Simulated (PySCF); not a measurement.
Ligand exchange on a metal centre used in film growth or etching (Cd Cl-OH). Gas-phase values, no solvent. One relaxed conformer stands for each flexible species; it need not be the lowest.

The charge on the central atom (Mulliken) from two functionals at the same geometries (TPSS-D3(BJ)/def2-SVP), both in PySCF: PBE-D3(BJ)/def2-TZVP and TPSSh-D3(BJ)/def2-TZVP. 

| species | PBE-D3(BJ)/def2-TZVP (e) |
|---|---|
| 0 of 2 Cl replaced by OH ([Cd(Cl)2]) | 0.74 |
| 1 of 2 Cl replaced by OH | 0.76 |
| 2 of 2 Cl replaced by OH ([Cd(OH)2]) | 0.77 |

What does TPSSh-D3(BJ)/def2-TZVP give for each?


- 0 of 2 Cl replaced by OH ([Cd(Cl)2]): 0.81
- 1 of 2 Cl replaced by OH: 0.83
- 2 of 2 Cl replaced by OH ([Cd(OH)2]): 0.85
Over these rows, drawn at random from the members with no instability flagged (it was tested for open shells, ions and some series alone), PBE minus TPSSh-D3(BJ): mean -0.08 e, from -0.08 e to -0.07 e.
